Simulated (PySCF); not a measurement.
ITl. Atoms are numbered in the order given.

```xyz
2

Tl     0.0000     0.0000    -1.1376
I      0.0000     0.0000     1.7386
```
Charge 0, spin multiplicity 1.

Geometry: B3LYP-D3(BJ)/def2-TZVP. The def2 effective core potentials stand for the cores of I, Tl; spin–orbit coupling is left out.

Calculation: M06-2X/def2-TZVPD (PySCF).

Mulliken values depend strongly on the basis, most of all with diffuse functions as here. ESP charges are fitted to the potential on shells at 1.4 to 2.0 van der Waals radii. Atomic charges (e):

```csv
atom,Mulliken,ESP fit
Tl1,0.41,0.40
I2,-0.41,-0.40
```
